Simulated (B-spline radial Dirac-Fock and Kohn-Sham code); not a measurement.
## Sn³⁺ 3s: cross section and angular parameters

System: the Sn³⁺ ion, configuration [Kr] 4d10 5s1; threshold 900.2 eV (orbital energy of the model). Model: Dirac-Hartree-Slater photoionisation with a Latter tail; cross sections with all multipoles, angular parameters from the dipole term and its interference with E2. Program: a radial atomic solver.

Input of the calculation (task.json; shells as n, l, electrons):

```json
{"items": [{
  "Z": 50,
  "q": 3,
  "cfg": [[1, 0, 2], [2, 0, 2], [2, 1, 6], [3, 0, 2], [3, 1, 6], [3, 2, 10], [4, 0, 2], [4, 1, 6], [4, 2, 10], [5, 0, 1]],
  "A": 120,
  "rrms": 4.6519,
  "do": "xps",
  "hv": [59.5, 63.5, 97.2, 102.0, 103.0, 113.0, 150, 153.0, 166.0, 200, 291.0, 309.0, 675.0, 721.0, 903.0, 1486.9, 1540.0, 1690.0, 2000, 2984.4, 3930.0, 4120.0, 5414.7, 6160.0, 7190.0, 7750.0, 7780.0, 8660.0, 9251.7, 12000]
}]}
```

Launch: `python xray2_run.py task.json out`

```tsv
hν (eV)	σ (kb)	β	γ
1486.9	44.4	1.988	0.351
1540	42.2	1.988	0.322
1690	36.6	1.989	0.248
2000	28.0	1.990	0.129
2984.4	14.1	1.991	-0.065
3930	8.54	1.992	-0.107
4120	7.81	1.992	-0.105
5414.7	4.63	1.992	-0.047
6160	3.60	1.992	0.012
7190	2.63	1.992	0.113
7750	?	?	?
7780	2.24	1.992	0.177
8660	1.79	1.992	0.276
9251.7	1.56	1.992	0.344
12000	0.893	1.992	0.661
```

Q: Give the values at 7750 eV.

A: σ = 2.26 kb, β = 1.992, γ = 0.174. For an s subshell δ is negligible.
